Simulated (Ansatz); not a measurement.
Reaction (cleavage of the Si–B bond): `OB([SiH3])N[SiH3]` + `[NH2][SnH3]` → `[SiH3][NH][SnH3]` + `OBN[SiH3]`

Isolated molecules relaxed with PBE0-D4/def2-TZVP in Ansatz; ΔE leaves out vibrations. CCSD(T)/CBS is the MP2 limit (def2-TZVPP, def2-QZVPP) plus CCSD(T) − MP2 in def2-TZVPP, frozen cores. DFT in def2-TZVPP. B3LYP here is the variant with VWN-RPA as its local correlation; programs differ in this. def2 core potentials past Kr. For Sn outer-core shells are correlated without core-valence functions, which leaves a few kJ/mol of doubt a bond. One conformer a species, not always the lowest.

`OB([SiH3])N[SiH3]`:

```xyz
13

O    -1.152    0.764   -0.898
B    -0.084   -0.006   -0.503
Si    1.061   -1.070   -1.805
N     0.176   -0.013    0.884
Si   -0.744    0.864    2.082
H    -1.323    0.765   -1.839
H     2.145   -1.810   -1.097
H     1.700   -0.182   -2.819
H     0.244   -2.065   -2.559
H     0.951   -0.565    1.213
H    -0.696    2.327    1.840
H    -0.116    0.563    3.395
H    -2.162    0.427    2.106
```

`[NH2][SnH3]`:

```xyz
7

N     0.699    0.516   -0.947
Sn   -0.359   -0.153    0.655
H     1.432   -0.122   -1.229
H     0.120    0.684   -1.760
H     0.773   -0.342    1.915
H    -1.504    1.061    0.998
H    -1.161   -1.644    0.368
```

`[SiH3][NH][SnH3]`:

Z-matrix (Å, degrees):
```
Si
N 1 1.713
H 1 1.489 2 106.5
H 1 1.491 2 112.5 3 119.4
H 1 1.492 2 113.9 3 -119.0
Sn 2 2.025 1 126.8 3 11.2
H 2 1.009 1 118.2 3 -177.9
H 6 1.704 2 107.5 1 -52.1
H 6 1.705 2 105.7 1 -172.3
H 6 1.709 2 109.8 1 67.9
```

`OBN[SiH3]`:

Cartesian coordinates in Å:
```
O 0.611 1.419 -0.931
B 0.606 1.111 0.403
N 0.028 -0.118 0.778
Si -0.681 -1.282 -0.306
H 1.014 2.265 -1.125
H 1.073 1.858 1.219
H 0.027 -0.341 1.760
H 0.312 -1.797 -1.283
H -1.827 -0.707 -1.053
H -1.163 -2.408 0.537
```

| level | ΔE (kcal/mol) | difference from CCSD(T)/CBS |
| --- | --- | --- |
| PBE-D4 | -13.9 | 5.7 |
| r2SCAN-D4 | -17.4 | 2.2 |
| PBE0-D4 | -16.1 | 3.5 |
| B3LYP-D4 | -18.5 | 1.1 |
| ωB97X-V | -18.5 | 1.1 |
| ωB97M-V | -19.4 | 0.2 |
| PBE | -13.9 | 5.7 |
| r2SCAN | -17.4 | 2.2 |
| B3LYP | -18.4 | 1.2 |
| HF/def2-TZVPP | -24.1 | -4.5 |
| SCS-MP2/def2-TZVPP | -21.3 | -1.7 |
| CCSD/def2-TZVPP | -19.7 | -0.1 |
| CCSD(T)/def2-TZVPP | -18.9 | 0.7 |
| HF/def2-QZVPP | -24.5 | -4.9 |
| HF/CBS(def2) | -24.6 | -5.0 |
| MP2/CBS(def2) | -21.6 | -2.0 |
| CCSD(T)/CBS | -19.6 | 0 |

Largest T1 diagnostic among the species: 0.013.

From PBE to PBE0 (25 % exact exchange), in def2-TZVPP and without D4, ΔE moves by −2.3 kcal/mol. In def2-TZVPP, CCSD(T) changes the Hartree–Fock value by +5.2 kcal/mol (the triples alone add +0.8 kcal/mol) and MP2 by +3.1 kcal/mol.
